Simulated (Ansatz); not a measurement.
Start from `CBNCO` and change one atom or group to get `OCNBF`.

Ansatz, PBE0-D4/def2-TZVP geometries, multiplicity 1. Each molecule was computed in one conformer, which needn't be the lowest.

```tsv
property	`CBNCO`
HOMO–LUMO gap (ωB97M-V/def2-TZVPP) / eV	12.51
HOMO energy (PBE/def2-TZVPP) / eV	-6.48
LUMO energy (PBE0/def2-TZVPP) / eV	0.47
HOMO–LUMO gap (PBE/def2-TZVPP) / eV	5.99
HOMO energy (ωB97M-V/def2-TZVPP) / eV	-10.36
size of the dipole moment (ωB97M-V/def2-TZVPP) / D	0.59
```

Problem. What does the change do to each property? (An estimate is asked.)

Solution. Ansatz gave: 
| property | `OCNBF` | shift |
| --- | --- | --- |
| HOMO–LUMO gap (ωB97M-V/def2-TZVPP) / eV | 12.61 | 0.10 |
| HOMO energy (PBE/def2-TZVPP) / eV | -6.48 | 0.00 |
| LUMO energy (PBE0/def2-TZVPP) / eV | 0.60 | 0.13 |
| HOMO–LUMO gap (PBE/def2-TZVPP) / eV | 6.13 | 0.14 |
| HOMO energy (ωB97M-V/def2-TZVPP) / eV | -10.46 | -0.10 |
| size of the dipole moment (ωB97M-V/def2-TZVPP) / D | 3.18 | 2.59 |

With PBE0 the HOMO falls by 0.09 eV and the LUMO rises by 0.13 eV, so the gap widens by about 0.22 eV. PBE moves the HOMO by 0.00 eV and ωB97M-V by -0.10 eV. Dipoles are sizes alone; their direction can turn.
